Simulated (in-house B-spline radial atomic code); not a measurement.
Configurations of Ru³⁺, with energies counted from [Kr] 4d5. Method: non-relativistic AM05, spin-polarised, spherical fractional occupations, point nucleus. Calculated with a B-spline radial code for spherical atoms. Shells without spins written out take the highest spin.

Occupations are held fixed; configurations that lie above the ionisation limit could autoionise.

```csv
configuration,E - E(ref) (eV),highest orbital,its <r> (bohr)
"[Kr] 4d(1 up, 4 down)",3.1386,4d up,1.431
"[Kr] 4d(3 up, 2 down)",4.684,4d down,1.426
[Kr] 4d4 5p1,18.251,5p up,2.811
[Kr] 4d4 5d1,27.655,5d up,3.758
[Ar] 3d10 4s2 4p5 4d6,41.846,4d down,1.426
"[Ar] 3d10 4s2 4p(3 up, 2 down) 4d(3 up, 2 down) 5f(0 up, 1 down)",81.526,5f down,6.32
[Ar] 3d9 4s2 4p6 4d5 5d1,311.92,5d up,3.672
```

Problem. Order these further configurations by energy, lowest first.
A. [Ar] 3d(4 up, 5 down) 4s2 4p6 4d(1 up, 5 down)
B. [Ar] 3d9 4s2 4p6 4d5 4f1
C. [Ar] 3d(5 up, 4 down) 4s2 4p6 4d(2 up, 3 down) 5p(0 up, 1 down)
D. [Kr] 4d(1 up, 3 down) 5f(1 up, 0 down)
E. [Ar] 3d9 4s2 4p6 4d5 5f1

Solution. D (38.735 eV), A (285.9 eV), C (308.35 eV), B (315.2 eV), E (320.3 eV).

Problem. How far above the reference does [Ar] 3d9 4s2 4p6 4d5 5s1 lie?

Solution. 295.57 eV; its least bound orbital is 5s up with <r> = 2.44 bohr.

Problem. How far above the reference does [Ar] 3d10 4s2 4p5 4d5 5p1 lie?

Solution. 56.493 eV; its least bound orbital is 5p up with <r> = 2.782 bohr.

Problem. How far above the reference does [Kr] 4d4 5f1 lie?

Solution. 35.819 eV; its least bound orbital is 5f up with <r> = 6.208 bohr.
